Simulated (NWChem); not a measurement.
## Atomisation of C₃H₇FSi

```xyz
12

C      2.5360     0.3808     0.0000
Si     0.6764     0.6972     0.0000
C     -0.2395    -0.9484     0.0000
C     -1.5660    -1.0681     0.0000
F     -2.3769     0.0018     0.0000
H      3.0952     1.3300     0.0000
H      2.8403    -0.1911     0.8916
H      2.8403    -0.1911    -0.8916
H      0.2927     1.4924    -1.2054
H      0.2927     1.4924     1.2054
H      0.3164    -1.8926     0.0000
H     -2.1385    -2.0025     0.0000
```
Charge 0, spin multiplicity 1.

All runs are NWChem calculations. The geometry was optimised at B3LYP/def2-SVP, a minimum by its harmonic frequencies. It is one conformer; others weren't searched.

Basis set: def2-SVP. The atomisation energy is electronic alone: no zero-point, thermal, spin-orbit or counterpoise terms. No value is extrapolated to the basis-set limit. Free atoms are single determinants with multiplicities C 3, Si 3, F 2, H 2. Correlated methods freeze the same cores in atoms and molecule, 9 orbitals in all.

```tsv
method	atomisation energy (kcal/mol)	relative cost
HF	820.4	1
BHandHLYP	1059.3	under 3
BLYP	1080.2	under 3
B3LYP	1085.4	under 3
PBE0	1093.6	under 3
BP86	1119.0	under 3
PBE	1110.7	under 3
MP2	1045.9	under 3
```

The values span 298.6 kcal/mol, from HF (lowest) to BP86 (highest). The cost column gives rough processor time relative to HF; each entry includes its own SCF. Costs are the molecule's.

B3LYP has NWChem's definition, with VWN1-RPA local correlation. The structure started from a generated list of species. The stability of the SCF solutions was not checked. Open-shell Hartree-Fock references start from PBE0 orbitals; any time given for them includes that run.
